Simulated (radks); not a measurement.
Values are calculated unless marked as measured or tabulated.
Q: All-electron atom: the calcium ion Ca+ in [Ar] 3d1 (not the ground configuration). Level of theory: non-relativistic Kohn-Sham, r2SCAN, spin-polarised, spherical densities, point nucleus; open shells are filled with parallel spins first; meta-GGA in the generalised Kohn-Sham scheme (a radial shooting solver on a logarithmic mesh with Libxc functionals). Some entries of the table are withheld. Estimate them.

| orbital | occ. | eigenvalue (eV) | <r> (bohr) | r(max) (bohr) |
|---|---|---|---|---|
| 1s down | 1 | -3948.808 | 0.07738 | 0.05082 |
| 1s up | 1 | -3948.789 | 0.07738 | 0.05082 |
| 2s up | 1 | -419.6767 | 0.3655 | (1) |
| 2s down | 1 | -419.5199 | 0.3654 | (2) |
| 2p up | 3 | -341.2008 | 0.3282 | 0.2476 |
| 2p down | 3 | -341.0853 | 0.3280 | 0.2475 |
| 3s up | 1 | -51.5417 | (3) | (4) |
| 3s down | 1 | -50.8206 | (5) | (6) |
| 3p up | 3 | -32.2489 | 1.294 | 1.059 |
| 3p down | 3 | -31.4731 | 1.288 | 1.057 |
| 3d up | 1 | -5.6558 | 2.354 | 1.343 |

A: 
(1) 2s up r(max) (bohr): 0.3016
(2) 2s down r(max) (bohr): 0.3016
(3) 3s up <r> (bohr): 1.175
(4) 3s up r(max) (bohr): 1.003
(5) 3s down <r> (bohr): 1.174
(6) 3s down r(max) (bohr): 1.002
